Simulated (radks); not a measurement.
Values are calculated unless marked as measured or tabulated.
The beryllium ion Be3+, 1s1. Level of theory: non-relativistic Kohn-Sham, exchange-only B88, spin-polarised, spherical densities, point nucleus (a radial shooting solver on a logarithmic mesh with Libxc functionals). Every spin shell is full or empty, so the densities are truly spherical. Functionals are evaluated on that one density, not self-consistently. Rank these orbital-free kinetic functionals by their error against the exact value of the orbitals, and give that value: Thomas-Fermi, TF + vW/5, LC94, APBEK, Perdew 92, Thakkar, LKT, PG1, Ernzerhof.

Answer. Exact: 7.98963 hartree. From best to worst, with 100 (|E| - |E exact|)/|E exact| (equal figures are ties): APBEK +2.04, LC94 +2.20, Thakkar +2.40, Perdew 92 +2.72, Ernzerhof +6.59, Thomas-Fermi -8.42, TF + vW/5 +11.58, PG1 +55.17, LKT +62.51.
